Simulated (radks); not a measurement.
Problem. The antimony ion Sb4+, [Kr] 4d10 5s1. Method: non-relativistic Kohn-Sham, PBE, spin-polarised, spherical densities, point nucleus; computed with a radial shooting solver on a logarithmic mesh with Libxc functionals. Every spin shell is full or empty, so the densities are truly spherical. Functionals are evaluated on that one density, not self-consistently. Rank these exchange functionals by their error against the exact value of the orbitals, and give that value: LDA, PBE, PBEsol, RPBE, PW91, AM05, G96, APBE, SCAN, r2SCAN, MS2.

Solution. Exact: -162.684 hartree. From best to worst, with 100 (|E| - |E exact|)/|E exact| (equal figures are ties): PW91 -0.04, r2SCAN -0.12, SCAN +0.15, RPBE -0.26, APBE +0.28, G96 +0.33, PBE -0.45, MS2 -0.61, PBEsol -2.28, AM05 -4.52, LDA -4.86.
